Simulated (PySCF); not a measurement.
C5H5Cl, SMILES ClC(=C)CC#C.

The structure is a stationary point at B3LYP-D3(BJ)/def2-SVP. The values are those of a single conformer.

Calculation: CAM-B3LYP/def2-TZVP (PySCF).

The molecule is in vacuum.

Computed frontier levels, gap, dipole moment and polarisability:
The highest occupied level is -8.87 eV, the lowest empty level comes out as 0.74 eV and the orbital gap is 9.61 eV. The dipole moment is 0.328 e·Å. The quadrupole, principal values (traceless, Buckingham form, about the centre of nuclear charge) is -3.66, -1.89, 5.55 D·Å and the mean static polarisability comes out as 68.3 bohr³ (10.12 Å³). The polarisability, principal values is 51.8, 65.0, 87.9 bohr³.
